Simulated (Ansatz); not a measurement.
Species: C₆H₅F₃OSi, SMILES `C(=O)C1C=C(C(F)(F)F)[SiH2]C=1` (O–C–C–C torsion 180°) (charge 0, multiplicity 1), formula C$_{6}$H$_{5}$F$_{3}$OSi.

### Question
How many basis functions does Ansatz (an electronic-structure program) with frozen-core CCSD(T)/cc-pVDZ // B3LYP-D3(BJ)/def2-SVP use, how many core orbitals are frozen, and how many electrons are correlated?

### Answer
183 basis functions and 15 frozen orbitals, which leaves 60 correlated electrons. Core time is of the order of minutes.
